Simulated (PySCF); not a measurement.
Constitutional and geometric isomers with formula H4B2N2. Isolated molecules, 0 K electronic values unless said otherwise. One relaxed conformer stands for each flexible species; it need not be the lowest. Strings in code marks are SMILES.

Level of theory: PySCF with B3LYP-D3(BJ)/def2-TZVP // PBE0-D4/def2-TZVP. B3LYP has the VWN-RPA correlation part, as in Gaussian. Excitations are Tamm–Dancoff values on a coarser integration grid. The basis has no diffuse functions, so Rydberg states are missing or too high.

```json
[
 {"species": "`B=NBN`", "brightest of the four lowest singlets (TDA) (eV)": "6.25", "S1 oscillator strength": "___", "S1–T1 gap (TDA) (eV)": "0.54"},
 {"species": "`BNB=N`", "brightest of the four lowest singlets (TDA) (eV)": "6.07", "S1 oscillator strength": "___", "S1–T1 gap (TDA) (eV)": "0.85"},
 {"species": "`NBB=N`", "brightest of the four lowest singlets (TDA) (eV)": "5.97", "S1 oscillator strength": "0.000", "S1–T1 gap (TDA) (eV)": "0.59"}
]
```

Question: Fill in the missing entries.

Answer: 
- `B=NBN`, S1 oscillator strength: 0.001
- `BNB=N`, S1 oscillator strength: 0.119
